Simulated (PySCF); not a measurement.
FH₂NTe. Atoms are numbered in the order given.

```xyz
5

Te     0.3314     0.0505     0.0000
F     -1.0875     1.3710     0.0000
N     -0.7123    -1.6142     0.0000
H     -1.2285    -1.8317     0.8404
H     -1.2285    -1.8317    -0.8404
```
Charge 0, spin multiplicity 1.

Geometry: r2SCAN-D4/def2-TZVP. The def2 effective core potentials stand for the cores of Te; spin–orbit coupling is left out. One conformer was computed; it need not be the lowest.

Method: r2SCAN/def2-TZVPD in PySCF.

Symmetry labels are those of the subgroup Cs that the program uses (full group Cs).

**Question.** List the valence orbital energies around the gap with their symmetry. (An estimate is asked for; the answer gives what the named calculation found.)

**Answer.** 
```json
[
 {"orbital": "HOMO−7", "symmetry": "A'", "energy (eV)": "-16.25"},
 {"orbital": "HOMO−6", "symmetry": "A\"", "energy (eV)": "-13.28"},
 {"orbital": "HOMO−5", "symmetry": "A'", "energy (eV)": "-11.61"},
 {"orbital": "HOMO−4", "symmetry": "A'", "energy (eV)": "-10.19"},
 {"orbital": "HOMO−3", "symmetry": "A\"", "energy (eV)": "-9.75"},
 {"orbital": "HOMO−2", "symmetry": "A'", "energy (eV)": "-9.09"},
 {"orbital": "HOMO−1", "symmetry": "A'", "energy (eV)": "-7.56"},
 {"orbital": "HOMO", "symmetry": "A\"", "energy (eV)": "-5.40"},
 {"orbital": "LUMO", "symmetry": "A'", "energy (eV)": "-2.39"},
 {"orbital": "LUMO+1", "symmetry": "A'", "energy (eV)": "-1.46"},
 {"orbital": "LUMO+2", "symmetry": "A'", "energy (eV)": "0.57"},
 {"orbital": "LUMO+3", "symmetry": "A'", "energy (eV)": "1.08"}
]
```
